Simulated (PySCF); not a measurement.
A calculated (revPBE, PySCF 2.14, x2c-TZVPPall with one added diffuse shell each of s, p, d, f type, scalar relativity by spin-free X2C-1e) atom or ion has these occupied shells.

```
shell  electrons  orbital energy (eV)  rms radius, mean of both spins (bohr)
 1s α          1             -51744.5                                 0.0245
 1s β          1             -51744.5                                 0.0245
 2s α          1              -8598.1                                 0.0990
 2s β          1              -8598.0                                 0.0990
 2p α          3              -7657.5                                 0.0890
 2p β          3              -7657.4                                 0.0890
 3s α          1              -1927.4                                  0.256
 3s β          1              -1925.1                                  0.256
 3p α          3              -1636.1                                  0.256
 3p β          3              -1633.8                                  0.256
 3d α          5              -1249.1                                  0.235
 3d β          5              -1247.3                                  0.235
 4s α          1              -402.86                                  0.575
 4s β          1              -397.41                                  0.575
 4p α          3              -306.47                                  0.611
 4p β          3              -301.07                                  0.611
 4d α          5              -172.38                                  0.670
 4d β          5              -167.03                                  0.670
 5s α          1              -68.961                                   1.38
 5s β          1              -66.163                                   1.38
 5p α          3              -45.233                                   1.61
 5p β          3              -43.114                                   1.61
 4f α          7              -27.552                                  0.939
 4f β          1              -22.745                                  0.939
 6s α          1              -16.762                                   3.57
```

(1) Name the element and its charge.

Results:

(1) Tb(2+) (terbium, charge +2), in [Xe] 4f8 6s1, high-spin 8F determinant (an excited configuration).
